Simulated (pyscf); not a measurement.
Optimised with ωB97X-D3(BJ)/def2-SVP in PySCF.

Problem. How much does it cost (ΔH, 298 K, ωB97M-D3(BJ)/def2-TZVP) to split O=MoH(Cl)(Cl)–O–SiH₃ at its Mo–O bond into [O=MoH(Cl)–Cl]• + •O–SiH₃?

Solution. Mo–O to [O=MoH(Cl)–Cl]• + •O–SiH₃: 273.7 kJ/mol. The 7 functionals that were run give +269.1 (M06-2X) to +310.9 kJ/mol (PBE). The radicals are drawn with the spin at the cut bond; how far it spreads was not checked. •O–SiH₃ lies 104.0 kJ/mol over its isomer HO–SiH₂• (electronic energy, ωB97M-D3(BJ)/def2-TZVP). Other isomers of [O=MoH(Cl)–Cl]• were not searched in full and may lie lower. Open-shell species with a d-block atom are single-reference here; other states, and whether the spin sits on metal or ligand, were not checked. Elements past Kr carry the def2 core potentials, without spin-orbit coupling.
